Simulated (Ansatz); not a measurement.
Two isomers of C7H9N: A = `Cc1ccccc1N`, B = `Cc1cccnc1C`.

Calculated with Ansatz (gas phase, PBE0-D4/def2-TZVP geometries, no zero-point term in ΔE). CCSD(T)/CBS adds triple-zeta CCSD(T) − MP2 to the extrapolated MP2 energy (def2 sets, frozen cores). Functionals use def2-TZVPP. B3LYP here is the variant with VWN-RPA as its local correlation; programs differ in this. One conformer a species, not always the lowest.

A:

Z-matrix (Å, degrees):
```
C
C 1 1.496
H 1 1.090 2 110.9
H 1 1.097 2 111.9 3 119.7
H 1 1.095 2 111.5 3 -120.4
C 2 1.388 1 121.4 3 -2.0
C 2 1.404 1 120.0 3 177.7
C 6 1.387 2 122.0 1 179.4
H 6 1.086 2 118.4 1 -0.4
C 7 1.394 2 119.5 1 -179.5
N 7 1.387 2 120.1 1 -2.4
C 8 1.386 6 119.0 2 0.1
H 8 1.083 6 120.4 2 -179.9
H 10 1.086 7 119.2 2 179.8
H 11 1.007 7 115.7 2 28.7
H 11 1.007 7 115.0 2 162.2
H 12 1.084 8 120.3 6 180.0
```

B:

Z-matrix (Å, degrees):
```
C
C 1 1.495
H 1 1.091 2 111.0
H 1 1.094 2 111.5 3 120.4
H 1 1.094 2 111.5 3 -120.4
C 2 1.386 1 121.4 3 -0.0
C 2 1.404 1 121.1 3 180.0
C 6 1.385 2 120.0 1 -180.0
H 6 1.086 2 119.6 1 0.0
N 7 1.330 2 122.6 1 180.0
C 7 1.496 2 120.8 1 -0.0
C 8 1.383 6 117.9 2 0.0
H 8 1.083 6 121.4 2 180.0
H 11 1.094 7 111.4 2 59.7
H 11 1.088 7 109.4 2 -179.9
H 11 1.094 7 111.4 2 -59.4
H 12 1.087 8 120.6 6 180.0
```

(1) Which is lower in electronic energy at CCSD(T)/CBS, and by how much? (Estimate.)

(2) Give E(B) − E(A) in kJ/mol with PBE0-D4, B3LYP-D4, HF/def2-TZVPP, MP2/def2-TZVPP, r2SCAN-D4, LDA (SPW92), BLYP-D4. (An estimate is asked.)

Largest T1 diagnostic: 0.011.

## Answers

(1) Computed: A, by 16.5 kJ/mol.

(2) Ansatz gave: PBE0-D4 20.2, B3LYP-D4 16.9, HF/def2-TZVPP 8.0, MP2/def2-TZVPP 16.1, r2SCAN-D4 20.1, LDA (SPW92) 29.9, BLYP-D4 15.4. None reverses the order clearly.

At CCSD(T), def2-SVP lies −15.7 kJ/mol from the extrapolated value and def2-TZVPP −4.8 kJ/mol. Leaving LDA and LC-ωPBE aside and taking each functional with its dispersion term where it has one, the values, not all of them listed here, spread over 9.3 kJ/mol, from ωB97X-V to r2SCAN0-D4. LDA lies +11.1 kJ/mol from PBE without D4.
